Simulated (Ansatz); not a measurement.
The cluster Na3Sb (the lowest singlet isomer of a short search) was relaxed with r2SCAN-D4 (def2-TZVP) in Ansatz in these states: neutral quintet, neutral singlet. The geometries follow in no particular order.

In the def2 sets Sb takes a core potential; there is no spin–orbit coupling.

A:

Cartesian coordinates in Å:
```
Na 0.2150 -1.7267 -1.5801
Na -0.6916 2.0986 -0.8014
Na 1.5101 -0.0089 1.8012
Sb -1.0336 -0.3631 0.5803
```

B:

```xyz
4

Na    1.550    1.830   -0.411
Na   -2.312   -0.175    0.737
Na    0.816   -0.721    1.487
Sb   -0.054   -0.934   -1.812
```

Problem. Judge from the bond lengths which geometry belongs to which state (an estimate).

Solution. A is the neutral singlet (Na2–Sb4 2.844 Å, Na1–Sb4 2.844 Å, Na3–Sb4 2.844 Å); B is the neutral quintet (Na2–Sb4 3.489 Å, Na1–Sb4 3.489 Å, Na3–Sb4 3.418 Å).

At PBE0-D4/def2-TZVP a singlet lies 2.26 eV below the neutral quintet. These are the stationary points nearest to one start from a short search; other shapes may lie lower in each state.
